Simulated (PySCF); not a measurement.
**Checking a proposed structure**

A compound C7H9N gives the data below (simulated from a calculation) and was assigned the structure `CCc1cccnc1`.

¹³C{¹H} NMR (computed): δ 168.6 (CH), 148.7 (CH), 122.5 (C), 122.2 (CH2), 103.9 (CH), 52.3 (CH), 23.6 (CH3).

¹H NMR (500 MHz, computed): δ 6.74 (m, 1H), 5.92 (m, 1H), 5.47 (m, 1H), 5.38 (d, 1H), 5.34 (m, 1H), 2.78 (m, 1H), 1.21 (d, 3H).

PySCF 2.14 calculation with PBE0/pcSseg-1 with gauge-including orbitals and GFN2-xTB geometry; isolated molecule, no relativistic terms, rapidly exchanging positions averaged, single conformer.

Shifts are taken against calculated references (same method and geometry level): ¹H and ¹³C against TMS.

Q: Compare with the shifts computed for the proposed structure, pairing carbons in order of shift.

A: Structure with atom numbers: `[CH3:1][CH2:2][c:3]1[cH:4][cH:5][cH:6][n:7][cH:8]1`. Each H is labelled by its parent atom.

| atom | computed for proposal | given list | difference |
| --- | --- | --- | --- |
| C8 | 155.4 | 168.6 | -13.2 |
| C6 | 153.2 | 148.7 | +4.5 |
| C3 | 145.5 | 122.5 | +23.0 |
| C4 | 140.9 | 122.2 | +18.7 |
| C5 | 128.3 | 103.9 | +24.4 |
| C2 | 32.1 | 52.3 | -20.2 |
| C1 | 22.5 | 23.6 | -1.1 |

The rms difference is 17.2 ppm and the largest +24.4 ppm at C5 (aromatic CH). The carbon types in order of shift don't match either: CH, CH, C, CH, CH, CH2, CH3 for the proposal against CH, CH, C, CH2, CH, CH, CH3 in the data. The proposal doesn't fit.

Q: Which isomer fits?

A: `C=C[C@H](C)/C=C/C#N`.

1. Carbon types of the structure: 1 × C, 4 × CH, 1 × CH2, 1 × CH3, which accounts for all hydrogens.
2. δC 168.6, 148.7, 103.9: alkene CH.
3. δC 122.5: nitrile carbon; typical of a nitrile.
4. δC 122.2: terminal =CH2 carbon; an sp2 carbon of a C=C bond.
5. δC 52.3: allylic sp3 CH; saturated and bonded to C and H only.

Other isomers checked: C=NCC1=CCC=C1 (rms 19.6 ppm); C=C(C)n1cccc1 (rms 22.7 ppm).

This is the structure that produced the data.

Shifts are as computed. Against solution values, carbons near 30 ppm lie about +3 ppm off and those near 130 ppm about +5 ppm. Of 1211 compounds with measured shifts, 218 miss one by over three times the rms of a fit or turn the order of signals round; such compounds aren't used in these exercises. No couplings were computed; multiplicities are counted from neighbouring protons, with m where these are inequivalent, close in shift, in a saturated or five-membered ring or joined by F or P, and br s for small geminal =CH2 splittings.
